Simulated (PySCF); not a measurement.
FMg, doublet, geometry from GFN2-xTB (such geometries of metal compounds can be far from the true shape) (the spin is typed, not shown lowest); PySCF with M06L/def2-SV(P).

Here is a job for PySCF.
```python
from pyscf import gto, scf, dft

mol = gto.M(
    atom='''
Mg   -0.00000000   -0.00000000   -0.74164751
F     0.00000000    0.00000000    0.98886335
''',
    basis='def2-sv(p)',
    spin=1,
    verbose=4,
)

mf = dft.UKS(mol)
mf.xc = 'm06l'
mf.kernel()
mf.analyze()
```

### Question
What does PySCF print? Leave out banner, timings and long lists.

### Answer

```
PySCF version 2.14.0

[INPUT] verbose = 4
[INPUT] num. atoms = 2
[INPUT] num. electrons = 21
[INPUT] charge = 0
[INPUT] spin (= nelec alpha-beta = 2S) = 1
[INPUT] symmetry False subgroup None
[INPUT] Mole.unit = angstrom
[INPUT] Symbol           X                Y                Z      unit          X                Y                Z       unit  Magmom
[INPUT]  1 Mg     0.000000000000   0.000000000000  -0.741647510000 AA    0.000000000000   0.000000000000  -1.401510674866 Bohr   0.0
[INPUT]  2 F      0.000000000000   0.000000000000   0.988863350000 AA    0.000000000000   0.000000000000   1.868680906120 Bohr   0.0

nuclear repulsion = 33.0255880505483
number of shells = 14
number of NR pGTOs = 60
number of NR cGTOs = 32
basis = def2-sv(p)
ecp = {}

******** <class 'pyscf.dft.uks.UKS'> ********
method = UKS
initial guess = minao
damping factor = 0
level_shift factor = 0
DIIS = <class 'pyscf.scf.diis.CDIIS'>
diis_start_cycle = 1
diis_space = 8
diis_damp = 0
SCF conv_tol = 1e-09
SCF conv_tol_grad = None
SCF max_cycles = 50
direct_scf = True
direct_scf_tol = 1e-13
number electrons alpha = 11  beta = 10
XC library pyscf.dft.libxc version 7.1.2
    S. Lehtola, C. Steigemann, M. J. T. Oliveira, and M. A. L. Marques,  SoftwareX 7, 1–5 (2018)
XC functionals = m06l
    Y. Zhao and D. G. Truhlar,  J. Chem. Phys. 125, 194101 (2006)
    Y. Zhao and D. G. Truhlar,  J. Chem. Phys. 125, 194101 (2006)
    Y. Zhao and D. G. Truhlar,  Theor. Chem. Acc. 120, 215 (2008)
radial grids:
    Treutler-Ahlrichs [JCP 102, 346 (1995); DOI:10.1063/1.469408] (M4) radial grids

becke partition: Becke, JCP 88, 2547 (1988); DOI:10.1063/1.454033
pruning grids: <function nwchem_prune>
grids dens level: 3
symmetrized grids: False
atomic radii adjust function: <function treutler_atomic_radii_adjust>
small_rho_cutoff = 0
Set gradient conv threshold to 3.16228e-05
tot grids = 32848
init E= -299.739286368051

cycle= 1 E= -299.666990345729  delta_E= 0.0723  |g|= 0.518  |ddm|= 1.01
cycle= 2 E= -298.07538433615  delta_E= 1.59  |g|= 2.03  |ddm|= 1.79
cycle= 3 E= -299.774793136705  delta_E= -1.7  |g|= 0.0541  |ddm|= 1.48

cycle= 4 E= -299.148216161584  delta_E= 0.627  |g|= 0.612  |ddm|=  1.6

cycle= 5 E= -299.163315705929  delta_E= -0.0151  |g|= 0.591  |ddm|= 0.0316

cycle= 6 E= -299.175705239196  delta_E= -0.0124  |g|= 0.573  |ddm|= 0.0328

cycle= 7 E= -299.17568808164  delta_E= 1.72e-05  |g|= 0.573  |ddm|= 0.0601

cycle= 8 E= -299.174291327321  delta_E= 0.0014  |g|= 0.575  |ddm|= 0.0366

cycle= 9 E= -299.176097221738  delta_E= -0.00181  |g|= 0.573  |ddm|= 0.0224

cycle= 10 E= -299.127710789181  delta_E= 0.0484  |g|= 0.631  |ddm|= 0.892

cycle= 11 E= -299.132593763464  delta_E= -0.00488  |g|= 0.625  |ddm|= 0.878

cycle= 12 E= -299.592229740168  delta_E= -0.46  |g|= 0.583  |ddm|= 1.83

cycle= 13 E= -299.711025410763  delta_E= -0.119  |g|= 0.322  |ddm|= 0.323

cycle= 14 E= -299.179289830111  delta_E= 0.532  |g|= 0.485  |ddm|= 2.42

cycle= 15 E= -299.182986695245  delta_E= -0.0037  |g|= 0.479  |ddm|= 0.0215

cycle= 16 E= -299.184563269459  delta_E= -0.00158  |g|= 0.476  |ddm|= 0.0199

cycle= 17 E= -299.182849318391  delta_E= 0.00171  |g|= 0.479  |ddm|= 0.0801

cycle= 18 E= -299.182171780449  delta_E= 0.000678  |g|= 0.482  |ddm|= 0.514

cycle= 19 E= -299.181231815192  delta_E= 0.00094  |g|= 0.484  |ddm|= 0.00993

cycle= 20 E= -299.159470840043  delta_E= 0.0218  |g|= 0.519  |ddm|= 0.822

cycle= 21 E= -299.747599711946  delta_E= -0.588  |g|= 0.223  |ddm|= 2.44

cycle= 22 E= -299.185771000935  delta_E= 0.562  |g|= 0.447  |ddm|= 2.56

cycle= 23 E= -299.177525793726  delta_E= 0.00825  |g|= 0.462  |ddm|= 0.0607

cycle= 24 E= -299.177895646338  delta_E= -0.00037  |g|= 0.463  |ddm|= 0.033

cycle= 25 E= -299.174381580322  delta_E= 0.00351  |g|= 0.458  |ddm|= 0.915

cycle= 26 E= -299.17452810833  delta_E= -0.000147  |g|= 0.459  |ddm|= 0.0967

cycle= 27 E= -299.175798977366  delta_E= -0.00127  |g|= 0.455  |ddm|= 0.0945

cycle= 28 E= -299.174120271065  delta_E= 0.00168  |g|= 0.458  |ddm|= 0.0344

cycle= 29 E= -299.17967107374  delta_E= -0.00555  |g|= 0.45  |ddm|= 0.89
cycle= 30 E= -299.534101635112  delta_E= -0.354  |g|= 0.699  |ddm|= 2.65
cycle= 31 E= -299.706124503953  delta_E= -0.172  |g|= 0.355  |ddm|= 0.443

cycle= 32 E= -299.232992093672  delta_E= 0.473  |g|= 0.445  |ddm|= 1.75

cycle= 33 E= -299.245689508565  delta_E= -0.0127  |g|= 0.424  |ddm|= 0.0822

cycle= 34 E= -299.230811056455  delta_E= 0.0149  |g|= 0.447  |ddm|= 0.115

cycle= 35 E= -299.235632920752  delta_E= -0.00482  |g|= 0.441  |ddm|= 0.0679

cycle= 36 E= -299.233546958812  delta_E= 0.00209  |g|= 0.445  |ddm|= 0.54

cycle= 37 E= -299.228301792817  delta_E= 0.00525  |g|= 0.454  |ddm|= 0.214

cycle= 38 E= -299.232951725328  delta_E= -0.00465  |g|= 0.447  |ddm|= 0.124

cycle= 39 E= -299.737795543316  delta_E= -0.505  |g|= 0.255  |ddm|= 1.75

cycle= 40 E= -299.756172481937  delta_E= -0.0184  |g|= 0.185  |ddm|= 0.116

cycle= 41 E= -299.235117002997  delta_E= 0.521  |g|= 0.46  |ddm|= 1.62

cycle= 42 E= -299.249737939421  delta_E= -0.0146  |g|= 0.438  |ddm|= 0.124

cycle= 43 E= -299.245618613647  delta_E= 0.00412  |g|= 0.445  |ddm|= 0.155

cycle= 44 E= -299.247685981854  delta_E= -0.00207  |g|= 0.442  |ddm|= 0.189

cycle= 45 E= -299.240437224078  delta_E= 0.00725  |g|= 0.455  |ddm|= 0.415

cycle= 46 E= -299.241165041803  delta_E= -0.000728  |g|= 0.454  |ddm|= 0.451

cycle= 47 E= -299.237536096584  delta_E= 0.00363  |g|= 0.458  |ddm|= 0.851

cycle= 48 E= -299.243185984008  delta_E= -0.00565  |g|= 0.458  |ddm|= 0.412

cycle= 49 E= -299.59868629607  delta_E= -0.356  |g|= 0.574  |ddm|= 1.71

cycle= 50 E= -299.702708081588  delta_E= -0.104  |g|= 0.35  |ddm|= 0.29
SCF not converged.
SCF energy = -299.702708081588 after 50 cycles  <S^2> = 0.7581961  2S+1 = 2.0081794
**** SCF Summaries ****
Total Energy =                        -299.702708081587787
Nuclear Repulsion Energy =              33.025588050548272
One-electron Energy =                 -487.177310930649185
Two-electron Energy =                  154.449014798513105
Two-electron Coulomb Energy =          181.663918000998109
DFT Exchange-Correlation Energy =      -27.214903202484997
**** MO energy ****
                             alpha | beta                alpha | beta
MO #1   energy= -46.5741597328903  | -46.5737268594975  occ= 1 | 1
MO #2   energy= -24.620674887364   | -24.5985877888085  occ= 1 | 1
MO #3   energy= -3.09982723672247  | -3.09994467030681  occ= 1 | 1
MO #4   energy= -1.80403546278413  | -1.80293238529966  occ= 1 | 1
MO #5   energy= -1.80387966958168  | -1.80276526858586  occ= 1 | 1
MO #6   energy= -1.7998855409371   | -1.80101862630186  occ= 1 | 1
MO #7   energy= -1.23330203771263  | -1.1493453612715   occ= 1 | 1
MO #8   energy= -0.510881058118304 | -0.468832360799676 occ= 1 | 1
MO #9   energy= -0.501104987362515 | -0.426897827450021 occ= 1 | 1
MO #10  energy= -0.493958851104409 | -0.410215298497349 occ= 1 | 1
MO #11  energy= -0.14645803322086  | -0.215468778591575 occ= 1 | 0
MO #12  energy= -0.036198233167591 | -0.110144870323558 occ= 0 | 0
MO #13  energy= -0.0355529820295189 | -0.0970298169553079 occ= 0 | 0
MO #14  energy= 0.0363492084731951 | 0.0217460993708753 occ= 0 | 0
MO #15  energy= 0.0846494214366169 | 0.0371371111405265 occ= 0 | 0
MO #16  energy= 0.133958703718625  | 0.0532090749704088 occ= 0 | 0
MO #17  energy= 0.134573617480917  | 0.111261686276024  occ= 0 | 0
MO #18  energy= 0.196528593033233  | 0.156914286935347  occ= 0 | 0
MO #19  energy= 0.197925273450567  | 0.175776287858391  occ= 0 | 0

To work with the spin densities directly, `use mulliken_meta_spin()` only printing them here.

 ** Mulliken spin pop alpha/beta on meta-lowdin orthogonal AOs **
 ** Mulliken Spin Density (per AO)  **
spin_pop of  0 Mg 1s        0.00000
spin_pop of  0 Mg 2s       -0.00001
spin_pop of  0 Mg 3s        0.93296
spin_pop of  0 Mg 4s       -0.00046
spin_pop of  0 Mg 2px      -0.00012
spin_pop of  0 Mg 2py      -0.00012
spin_pop of  0 Mg 2pz       0.00002
spin_pop of  0 Mg 3px      -0.00911
spin_pop of  0 Mg 3py      -0.00535
spin_pop of  0 Mg 3pz       0.00249
spin_pop of  0 Mg 4px      -0.00024
spin_pop of  0 Mg 4py      -0.00014
spin_pop of  0 Mg 4pz      -0.00012
spin_pop of  0 Mg 3dxy     -0.00000
spin_pop of  0 Mg 3dyz     -0.00128
spin_pop of  0 Mg 3dz^2     0.01175
spin_pop of  0 Mg 3dxz     -0.00233
spin_pop of  0 Mg 3dx2-y2   -0.00000
spin_pop of  1 F 1s       -0.00000
spin_pop of  1 F 2s        0.02123
spin_pop of  1 F 3s        0.00375
spin_pop of  1 F 2px       0.01290
spin_pop of  1 F 2py       0.00751
spin_pop of  1 F 2pz       0.02836
spin_pop of  1 F 3px      -0.00110
spin_pop of  1 F 3py      -0.00063
spin_pop of  1 F 3pz       0.00009
spin_pop of  1 F 3dxy      0.00000
spin_pop of  1 F 3dyz      0.00000
spin_pop of  1 F 3dz^2    -0.00006
spin_pop of  1 F 3dxz     -0.00001
spin_pop of  1 F 3dx2-y2    0.00000
 ** Mulliken Spin Density (per atom)  **
spin density of  0 Mg =      0.92795
spin density of  1 F =      0.07205
 ** Mulliken pop alpha/beta on meta-lowdin orthogonal AOs **
 ** Mulliken pop       alpha | beta **
pop of  0 Mg 1s        1.00000 | 1.00000
pop of  0 Mg 2s        0.99999 | 0.99999
pop of  0 Mg 3s        0.98181 | 0.04885
pop of  0 Mg 4s        0.00140 | 0.00186
pop of  0 Mg 2px       0.99986 | 0.99998
pop of  0 Mg 2py       0.99987 | 0.99998
pop of  0 Mg 2pz       0.99998 | 0.99996
pop of  0 Mg 3px       0.00330 | 0.01240
pop of  0 Mg 3py       0.00376 | 0.00911
pop of  0 Mg 3pz       0.00304 | 0.00055
pop of  0 Mg 4px       0.00029 | 0.00053
pop of  0 Mg 4py       0.00030 | 0.00045
pop of  0 Mg 4pz       0.00069 | 0.00080
pop of  0 Mg 3dxy      0.00000 | 0.00000
pop of  0 Mg 3dyz      0.00128 | 0.00256
pop of  0 Mg 3dz^2     0.01244 | 0.00069
pop of  0 Mg 3dxz      0.00109 | 0.00341
pop of  0 Mg 3dx2-y2    0.00000 | 0.00000
pop of  1 F 1s        0.99998 | 0.99999
pop of  1 F 2s        0.99902 | 0.97778
pop of  1 F 3s        0.00438 | 0.00063
pop of  1 F 2px       0.99526 | 0.98236
pop of  1 F 2py       0.99460 | 0.98709
pop of  1 F 2pz       0.99656 | 0.96820
pop of  1 F 3px       0.00002 | 0.00112
pop of  1 F 3py       0.00000 | 0.00063
pop of  1 F 3pz       0.00043 | 0.00035
pop of  1 F 3dxy      0.00000 | 0.00000
pop of  1 F 3dyz      0.00018 | 0.00018
pop of  1 F 3dz^2     0.00028 | 0.00034
pop of  1 F 3dxz      0.00018 | 0.00019
pop of  1 F 3dx2-y2    0.00000 | 0.00000
In total            11.00000 | 10.00000
 ** Mulliken atomic charges   ( Nelec_alpha | Nelec_beta ) **
charge of  0Mg =      0.90976  (     6.00909      5.08114 )
charge of  1F =     -0.90976  (     4.99091      4.91886 )
Dipole moment(X, Y, Z, Debye):  0.00000, -0.00000, -6.48590
```

The run did not converge; its last values are not results.
